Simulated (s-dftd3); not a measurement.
GeI$_{2}$, singlet, at a GFN2-xTB geometry; s-dftd3 with D3(op) for pbe.

Input for s-dftd3:
```
$ s-dftd3 mol.xyz --op pbe --json dftd3.json --noedisp --grad

# file mol.xyz
3

Ge     0.00153259    -0.00969248     1.22657057
I      1.01567043    -1.73555606    -0.38529276
I     -1.01659577     1.74140812    -0.35527815
```

The log (banner, timings and long lists left out):

```
-----------------------------------
 s i m p l e   D F T - D 3  v1.4.0
-----------------------------------

Optimized power damping: pbe-D3(op)
--------------------
   s6        0.9183
   s8        0.0000
   s9        0.0000
   a1        0.2000
   a1        4.7500
  alp       14.0000
 beta        6.0000
--------------------

Dispersion energy:      -2.3704630600265E-03 Eh

Gradient norm:           9.5865130903701E-04 Eh/a0
--------------------------------------------------
     #    Z           dE/dx      dE/dy      dE/dz
--------------------------------------------------
     1   32 Ge   -8.867E-07  5.608E-06 -7.097E-04
     2   53 I     1.447E-04 -2.496E-04  3.527E-04
     3   53 I    -1.438E-04  2.440E-04  3.570E-04
--------------------------------------------------

Virial:
--------------------------------------------------
      component           x          y          z
--------------------------------------------------
          x       5.541E-04 -9.479E-04 -1.086E-05
          y      -9.479E-04  1.622E-03  3.092E-05
          z      -1.086E-05  3.092E-05 -2.141E-03
--------------------------------------------------

[Info] JSON dump of results written to 'dftd3.json'
```
